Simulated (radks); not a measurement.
Q: Calculated with a radial shooting solver on a logarithmic mesh with Libxc functionals: scalar-relativistic Kohn-Sham, r2SCAN, spin-polarised, spherical densities, finite nucleus; open shells are filled with parallel spins first; meta-GGA in the generalised Kohn-Sham scheme; Fermi nuclear charge, rms radius of each element as measured or else 0.836 A^(1/3) + 0.57 fm. Each species is in its NIST ground configuration. Rank V+, Ni+, Ti+, Fe+, Co+, Cr+, Sc+, Zn+, Mn+, Cu+ by radius at which the density is 0.001 e/bohr^3 (bohr), largest first.

A: Sc+ 4.27, Ti+ 4.17, Mn+ 3.89, Fe+ 3.84, Zn+ 3.62, V+ 3.60, Cr+ 3.52, Co+ 3.41, Ni+ 3.35, Cu+ 3.29.
